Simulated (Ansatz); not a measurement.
Ansatz results at the PBE0-D4/def2-TZVP geometry: LUMO energy (ωB97M-V/def2-TZVPP) 0.67 eV; HOMO–LUMO gap (PBE0/def2-TZVPP) 6.14 eV; size of the dipole moment (ωB97M-V/def2-TZVPP) 3.55 D.

Each molecule was computed in one conformer, which needn't be the lowest.

(1) Which molecule gave them?
A. `[NH2][Ta]([OH])([F])=[S]`
B. `[O]=[Ta]([OH])([F])[F]`
C. `[CH3][Ta]([OH])([OH])=[S]`
D. `[O]=[Ta]([OH])([OH])[F]`

## Answers

(1) A. The others give `[O]=[Ta]([OH])([F])[F]`: 0.58, 8.79, 2.58; `[O]=[Ta]([OH])([OH])[F]`: 0.78, 8.99, 2.26; `[CH3][Ta]([OH])([OH])=[S]`: 0.93, 6.27, 2.03.
